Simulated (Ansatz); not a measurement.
```yaml
crystal:
  periodic: [false, false, false]
  atoms:
    - {symbol: F, position_ang: [-0.573774, -0.380919, 1.755249]}
    - {symbol: W, position_ang: [0.053658, -0.066770, 0.052383]}
    - {symbol: F, position_ang: [1.651575, -0.911510, -0.301441]}
    - {symbol: S, position_ang: [-1.390116, -0.727415, -1.339409]}
    - {symbol: S, position_ang: [0.308657, 2.012915, -0.208181]}
basis:
  gaussian: {orbitals: def2-TZVPP, final_grid: {core_spheres: 1, valence_spheres: 1, degree: 1}}
hamiltonian: {xc: {name: r2SCAN}}
output: {forces: true}
```

```sh
$ ansatz run in.yaml --threads 4 --pin off --events-out ev --progress --plain --max-ram 10444MiB
```

It prints (some lines left out):

```
Functional definition: r2SCAN
1215 factors; their error is unknown
mean field evaluation 1: about -28932.5896 eV, gradient 5.5e1 eV
mean field evaluation 2: about -28892.6774 eV, gradient 1.6e2 eV
mean field evaluation 4: about -28935.9024 eV, gradient 2.4e1 eV
mean field evaluation 8: about -28937.2513 eV, gradient 1.2e-1 eV
mean field evaluation 32: about -29804.7504 eV, gradient 2.9e-5 eV
a density is far from that of the atoms, so the factors are made again for it
1816 factors; integrals over basis functions are off by at most 5.9e-5 eV
mean field -29804.47999613 eV, -1095.2944376555 hartree, gradient 6.3e-5 eV, S^2 0.000000; 0 other end points of the search recorded, 0 dependent functions left out
reference -29804.48000353 eV, -1095.2944379277 hartree; 32, 32 occupied and 170, 170 virtual orbitals, 1816 factors
Total energy: -29804.48000353 eV, -1095.2944379277 hartree
Atom 0 at    -0.573774    -0.380919     1.755249 Å, force   148.298130  -103.396729    27.923412 eV/Å
Atom 1 at     0.053658    -0.066770     0.052383 Å, force  -191.486066   228.347043  -266.091221 eV/Å
Atom 2 at     1.651575    -0.911510    -0.301441 Å, force    -5.689706   -66.673667   170.249194 eV/Å
Atom 3 at    -1.390116    -0.727415    -1.339409 Å, force    48.664132     9.984861    50.085682 eV/Å
Atom 4 at     0.308657     2.012915    -0.208181 Å, force     0.213511   -68.261507    17.832933 eV/Å
Dipole moment:     1.395758    -1.666322     1.940092 e Å
```

Something in this input is off. What?

The integration grid is far too coarse. The run converged. The result belongs to that input, not to the molecule as meant.
